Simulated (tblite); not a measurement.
Compound: C6H11NO2Si.
Atom-mapped SMILES: `[CH3:1][O:2][Si@H:3]([OH:4])[n:5]1[cH:6][cH:7][cH:8][c:9]1[CH3:10]` (hydrogens: H11, H12, H13 on C1; H14 on Si3; H15 on O4; H16 on C6; H17 on C7; H18 on C8; H19, H20, H21 on C10)

Computed geometry: GFN2-xTB, gas phase.

Q: Give the optimised bond lengths and angles.

A: 
```json
{"bond": "C1–O2", "length (Å)": "1.399", "order": "single"}
{"bond": "O2–Si3", "length (Å)": "1.610", "order": "single"}
{"bond": "Si3–O4", "length (Å)": "1.624", "order": "single"}
{"bond": "Si3–N5", "length (Å)": "1.741", "order": "single"}
{"bond": "N5–C6", "length (Å)": "1.374", "order": "aromatic"}
{"bond": "C6–C7", "length (Å)": "1.358", "order": "aromatic"}
{"bond": "C7–C8", "length (Å)": "1.416", "order": "aromatic"}
{"bond": "C8–C9", "length (Å)": "1.364", "order": "aromatic"}
{"bond": "C9–C10", "length (Å)": "1.486", "order": "single"}
{"bond": "N5–C9", "length (Å)": "1.375", "order": "aromatic"}
{"bond": "C1–H11, C1–H12, C1–H13", "length (Å)": "1.091", "order": "single"}
{"bond": "Si3–H14", "length (Å)": "1.464", "order": "single"}
{"bond": "O4–H15", "length (Å)": "0.952", "order": "single"}
{"bond": "C6–H16", "length (Å)": "1.072", "order": "single"}
{"bond": "C7–H17", "length (Å)": "1.073", "order": "single"}
{"bond": "C8–H18", "length (Å)": "1.073", "order": "single"}
{"bond": "C10–H19, C10–H20, C10–H21", "length (Å)": "1.088", "order": "single"}
```

Bonds in one row agree within 0.01 Å and their mean is given. Orders are formal, as drawn. A selection of angles:
```json
{"angle": "C1–O2–Si3", "degrees": "128.7"}
{"angle": "O2–Si3–O4", "degrees": "108.8"}
{"angle": "O2–Si3–N5", "degrees": "105.0"}
{"angle": "O4–Si3–N5", "degrees": "110.9"}
{"angle": "Si3–N5–C6", "degrees": "125.4"}
{"angle": "Si3–N5–C9", "degrees": "127.2"}
{"angle": "C6–N5–C9", "degrees": "107.3"}
{"angle": "N5–C6–C7", "degrees": "109.7"}
{"angle": "C6–C7–C8", "degrees": "106.7"}
{"angle": "C7–C8–C9", "degrees": "107.4"}
{"angle": "C8–C9–C10", "degrees": "129.5"}
{"angle": "N5–C9–C8", "degrees": "108.9"}
{"angle": "N5–C9–C10", "degrees": "121.6"}
{"angle": "H15–O4–Si3", "degrees": "121.2"}
```

Torsions: C1–O2–Si3–O4 -55° (synclinal); O2–Si3–N5–C6 123° (anticlinal); H15–O4–Si3–O2 -171° (antiperiplanar).

N5 (pyrrole-type nitrogen) is planar (angles 127.2°, 125.4° and 107.3°, sum 359.9°, 0.03 Å off the plane of its three neighbours). Of the pairs four or more bonds apart, Si3···H21 is among the closest relative to their van der Waals radii: 3.10 Å, 94 % of the sum of Bondi's values. Si3 (oxygen-bound silicon) is distorted tetrahedral (angles from 105.0° to 113.0°). The 5-membered ring N5–C6–C7–C8–C9 has internal angles of 106.7° to 109.7° (sum 540°, against 540° for a flat polygon); it is planar, 0.00 Å rms from its mean plane, widest ring torsion 0°. The C–C distances run from 1.358 Å (C6–C7, aromatic) to 1.486 Å (C9–C10, drawn single), a spread of 0.128 Å.

Point group: C1 (no symmetry element, even within 0.4 Å). Its GFN2-xTB frequencies are all real (lowest 31 cm⁻¹). The numbers are those of one conformer (C1–O2–Si3–O4 -55°, O2–Si3–O4–H -171°, O2–Si3–N5–C6 123°).

The run took 3.3 s wall on Arm Neoverse N1, one thread, on a shared host. That covers the optimisation of the geometry.
